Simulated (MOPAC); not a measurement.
A run for MOPAC: PM7 on H5NSeSi (SMILES N[Se][SiH3]), a point of a torsion scan.

```
PM7 1SCF PRECISE CHARGE=0 THREADS=1
H5NSeSi

N      1.65997799 1     0.02185378 1    -0.04928452 1
Se     0.43205390 1    -0.37314544 1     1.32283602 1
Si    -1.35347164 1    -0.62268457 1    -0.07175060 1
H      2.36895598 1     0.63639818 1     0.34501732 1
H      2.14093564 1    -0.83954090 1    -0.30505089 1
H     -1.57057932 1     0.61825970 1    -0.80529564 1
H     -1.07404871 1    -1.72303254 1    -0.99191162 1
H     -2.45274871 1    -0.94382868 1     0.83038643 1
```

Output:

```
*******************************************************************************
 **                                                                           **
 **                              MOPAC v23.2.5                                **
 **                                                                           **
 *******************************************************************************
 ** MOPAC's Digital Object Identifier: https://doi.org/10.5281/zenodo.6511958 **
 **                                                                           **
 ** Please cite the open-source release paper for use of this MOPAC version:  **
 ** J. E. Moussa and J. J. P. Stewart (2026)                                  **
 ** MOPAC: An open-source semiempirical molecular orbital program             **
 ** J. Open Source Softw., 11(119), 8025, https://doi.org/10.21105/joss.08025 **
 *******************************************************************************

                              PM7 CALCULATION RESULTS

 *******************************************************************************
 *  PM7        - The PM7 Hamiltonian to be used
 *
 *
 *
 *                 CHARGE ON SYSTEM = 0
 *
 *
 *
 *  PRECISE    - TIGHTER CRITERIA TO BE USED
 *  1SCF       - DO 1 SCF AND THEN STOP
 *  THREADS=1  - MULTI-THREADING NOT USED
 *  T=         - A TIME OF 172800.0 SECONDS REQUESTED
 *  DUMP=N     - RESTART FILE WRITTEN EVERY 7200.0 SECONDS REQUESTED
 *******************************************************************************
PM7 1SCF PRECISE CHARGE=0 THREADS=1
 H5NSeSi

   ATOM   CHEMICAL          X               Y               Z
  NUMBER   SYMBOL      (ANGSTROMS)     (ANGSTROMS)     (ANGSTROMS)

     1       N          1.65997799  *   0.02185378  *  -0.04928452  *
     2      Se          0.43205390  *  -0.37314544  *   1.32283602  *
     3      Si         -1.35347164  *  -0.62268457  *  -0.07175060  *
     4       H          2.36895598  *   0.63639818  *   0.34501732  *
     5       H          2.14093564  *  -0.83954090  *  -0.30505089  *
     6       H         -1.57057932  *   0.61825970  *  -0.80529564  *
     7       H         -1.07404871  *  -1.72303254  *  -0.99191162  *
     8       H         -2.45274871  *  -0.94382868  *   0.83038643  *



          CARTESIAN COORDINATES

    NO.       ATOM           X           Y           Z

     1         N          1.6600      0.0219     -0.0493
     2        Se          0.4321     -0.3731      1.3228
     3        Si         -1.3535     -0.6227     -0.0718
     4         H          2.3690      0.6364      0.3450
     5         H          2.1409     -0.8395     -0.3051
     6         H         -1.5706      0.6183     -0.8053
     7         H         -1.0740     -1.7230     -0.9919
     8         H         -2.4527     -0.9438      0.8304

 General Reference for PM7:
 "Optimization of Parameters for Semiempirical Methods VI: More Modifications to the
 NDDO Approximations and Re-optimization of Parameters", J. J. P. Stewart, J. Mol. Mod., 1:32, 19 (2013)
 https://link.springer.com/article/10.1007/s00894-012-1667-x

           Empirical Formula: H5 N Se Si  =     8 atoms



      MOLECULAR POINT GROUP   :   C1


      RHF CALCULATION, NO. OF DOUBLY OCCUPIED LEVELS = 10


 -------------------------------------------------------------------------------
 PM7 1SCF PRECISE CHARGE=0 THREADS=1
 H5NSeSi



     1SCF WAS SPECIFIED, SO BFGS WAS NOT USED
     SCF FIELD WAS ACHIEVED


                              PM7 CALCULATION
                                                       MOPAC v23.2.5 Linux




          FINAL HEAT OF FORMATION =        -17.30410 KCAL/MOL =     -72.40035 KJ/MOL


          COSMO AREA              =        120.56 SQUARE ANGSTROMS
          COSMO VOLUME            =        110.78 CUBIC ANGSTROMS

          IONIZATION POTENTIAL    =          8.305985 EV
          HOMO LUMO ENERGIES (EV) =         -8.306 -0.609
          NO. OF FILLED LEVELS    =         10
          MOLECULAR WEIGHT        =        126.0917         POINT GROUP:  C1

          MOLECULAR DIMENSIONS (Angstroms)

            Atom       Atom       Distance
            H     8    H     4     5.09721
           Se     2    H     6     2.75787
            H     7    H     6     2.07818


          SCF CALCULATIONS        =          1





   ATOM   CHEMICAL          X               Y               Z
  NUMBER   SYMBOL      (ANGSTROMS)     (ANGSTROMS)     (ANGSTROMS)

     1       N          1.65997799  *   0.02185378  *  -0.04928452  *
     2      Se          0.43205390  *  -0.37314544  *   1.32283602  *
     3      Si         -1.35347164  *  -0.62268457  *  -0.07175060  *
     4       H          2.36895598  *   0.63639818  *   0.34501732  *
     5       H          2.14093564  *  -0.83954090  *  -0.30505089  *
     6       H         -1.57057932  *   0.61825970  *  -0.80529564  *
     7       H         -1.07404871  *  -1.72303254  *  -0.99191162  *
     8       H         -2.45274871  *  -0.94382868  *   0.83038643  *

                             CARTESIAN COORDINATES

   1    N        1.659977990     0.021853780    -0.049284520
   2   Se        0.432053900    -0.373145440     1.322836020
   3   Si       -1.353471640    -0.622684570    -0.071750600
   4    H        2.368955980     0.636398180     0.345017320
   5    H        2.140935640    -0.839540900    -0.305050890
   6    H       -1.570579320     0.618259700    -0.805295640
   7    H       -1.074048710    -1.723032540    -0.991911620
   8    H       -2.452748710    -0.943828680     0.830386430


           Empirical Formula: H5 N Se Si  =     8 atoms



      MOLECULAR POINT GROUP   :   C1


                  EIGENVALUES
 -34.56778 -23.27047 -17.79900 -16.37640 -13.64219 -12.87899 -12.69272 -11.19814
  -9.30336  -8.30598  -0.60871  -0.23108   2.40575   2.49443   5.27478   6.43739
   7.38425  20.15964  20.21808  20.57111  21.01140  21.09672


              NET ATOMIC CHARGES AND DIPOLE CONTRIBUTIONS

  ATOM NO.   TYPE          CHARGE      No. of ELECS.   s-Pop       p-Pop       d-Pop
    1          N          -0.728786        5.7288     1.69689     4.03189
    2         Se           0.158945        5.8411     1.94114     3.89992
    3         Si          -0.024131        4.0241     0.91261     3.00252     0.10900
    4          H           0.253337        0.7467     0.74666
    5          H           0.244439        0.7556     0.75556
    6          H           0.039071        0.9609     0.96093
    7          H           0.030244        0.9698     0.96976
    8          H           0.026880        0.9731     0.97312
 DIPOLE           X         Y         Z       TOTAL
 POINT-CHG.    -0.695    -0.757     1.064     1.479
 HYBRID         1.246    -0.193     0.006     1.261
 SUM            0.551    -0.950     1.070     1.533


          ATOMIC ORBITAL ELECTRON POPULATIONS

     Atom    s        px        py        pz      x^2-y^2     xz        z^2       yz        xy
    1  N   1.69689   1.31549   1.28193   1.43447
    2 Se   1.94114   1.02460   1.91631   0.95901
    3 Si   0.91261   0.94774   1.04931   1.00548   0.02602   0.02785   0.00555   0.03671   0.01287
    4  H   0.74666
    5  H   0.75556
    6  H   0.96093
    7  H   0.96976
    8  H   0.97312

 **********************
 *                    *
 * JOB ENDED NORMALLY *
 *                    *
 **********************




 == MOPAC DONE ==
```

The run finished.

Cost: about 0.03 core-seconds (a rough figure).
